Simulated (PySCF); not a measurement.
ClHSSi, neutral, multiplicity 1. Atoms are numbered in the order given.

```xyz
4

Si     0.9682    -0.0199     0.0000
Cl    -0.3901    -1.6031     0.0000
S     -0.4633     1.5636     0.0000
H      0.4894     2.5140     0.0000
```
Charge 0, spin multiplicity 1.

Geometry: PBE0-D3(BJ)/def2-TZVP. One conformer was computed; it need not be the lowest.

Method: TDA-B3LYP/def2-SVPD (PySCF).

Vertical excitations.  State labels are in the subgroup Cs.

Computed UV-visible absorptions:
```tsv
state	symmetry	energy (eV)	λ (nm)	f	main pairs
S1	A"	3.79	327	0.026	HOMO→LUMO 96 %
S2	A'	4.94	251	0.044	HOMO−1→LUMO 86 %
S3	A"	5.54	224	0.005	HOMO−2→LUMO 98 %
S4	A'	5.93	209	0.034	HOMO→LUMO+2 50 %, HOMO→LUMO+1 42 %
S5	A'	6.14	202	0.043	HOMO→LUMO+2 37 %, HOMO→LUMO+3 29 %, HOMO→LUMO+1 16 %, HOMO−3→LUMO 14 %
S6	A'	6.43	193	0.192	HOMO−3→LUMO 59 %, HOMO→LUMO+1 24 %
S7	A"	6.52	190	0.000	HOMO−4→LUMO 64 %, HOMO−1→LUMO+1 22 %, HOMO−1→LUMO+2 11 %
S8	A"	6.59	188	0.025	HOMO−1→LUMO+1 71 %, HOMO−1→LUMO+2 15 %
S9	A"	6.71	185	0.000	HOMO−1→LUMO+2 68 %, HOMO−4→LUMO 23 %
S10	A'	6.72	184	0.426	HOMO→LUMO+3 56 %, HOMO−3→LUMO 15 %
T1	A"	2.41	515	0	HOMO→LUMO 98 %
T2	A'	3.82	324	0	HOMO−1→LUMO 99 %
T3	A'	4.78	259	0	HOMO→LUMO+1 86 %
T4	A"	5.28	235	0	HOMO−2→LUMO 98 %
```
Triplets are in the Tamm–Dancoff approximation.
